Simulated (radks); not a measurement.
K4+, 15 electrons, occupied as [Ne] 3s2 3p3 (the NIST ground configuration). Method: scalar-relativistic Kohn-Sham, r2SCAN, spin-unpolarised, spherical densities, finite nucleus; meta-GGA in the generalised Kohn-Sham scheme; Fermi nuclear charge, rms radius 3.4349 fm; computed with a radial shooting solver on a logarithmic mesh with Libxc functionals.

Normalised radial functions P(r) = r R(r), r in bohr:

```
   r/bohr * 1s, o 3d (the largest magnitude, 3.12, reaches the edge; | marks zero, & curves that meet)
 0.006531 o                *
 0.009589 o                      *
  0.01408 o                              *
  0.02083 o                                       *
  0.03059 o                                                *
  0.04491 o                                                      *
  0.06646 o                                                     *
  0.09758 o                                            *
   0.1433 |o                          *
    0.212 | o         *
   0.3113 |  *o
    0.457 *       o
   0.6763 *           o
   0.9929 *              o
    1.458 *             o
    2.157 *       o
    3.167 *  o
     4.65 &
    6.882 &
```

1s: eigenvalue -3605.2 eV, 0 radial nodes, <r> = 0.0810 bohr, 90 % of the charge inside 0.145 bohr. 3d (empty): eigenvalue -43.896 eV, 0 radial nodes, <r> = 1.38 bohr, 90 % of the charge inside 2.17 bohr.
